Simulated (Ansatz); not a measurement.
Program: Ansatz. Geometries: PBE0-D4/def2-TZVP. ΔE: electronic, gas phase. CBS: MP2 limit from def2 TZ/QZ plus the TZ coupled-cluster correction, frozen cores. This one scheme is used for every species. Functionals use def2-TZVPP. B3LYP here is the variant with VWN-RPA as its local correlation; programs differ in this. For As outer-core shells are correlated without core-valence functions, which leaves a few kJ/mol of doubt a bond. Scalar relativity is left out up to krypton.

Consider the formal exchange of groups at the As–Al bond: `C[AsH][AlH2]` + CH₄ → `C[AsH]C` + `[AlH3]`.

Question: Is it downhill or uphill in electronic energy at CCSD(T)/CBS, and by how much? (An estimate is asked.)

Answer: Ansatz gave: Uphill: ΔE = +0.91 eV.

Question: What do these levels give: PBE-D4, PBE, BLYP, B3LYP, HF/def2-QZVPP, SCS-MP2/def2-QZVPP? (Best estimate.)

Answer: The calculation gave: PBE-D4 0.98, PBE 0.98, BLYP 0.92, B3LYP 0.92, HF/def2-QZVPP 0.83, SCS-MP2/def2-QZVPP 0.85 eV.

Largest T1 diagnostic among the species: 0.011.

Leaving LDA and LC-ωPBE aside and taking each functional with its dispersion term where it has one, the values, not all of them listed here, spread over 0.17 eV, from B97M-V to PBE-D4. In def2-TZVPP, CCSD(T) changes the Hartree–Fock value by +0.03 eV (the triples alone add +0.01 eV) and MP2 by +0.04 eV.
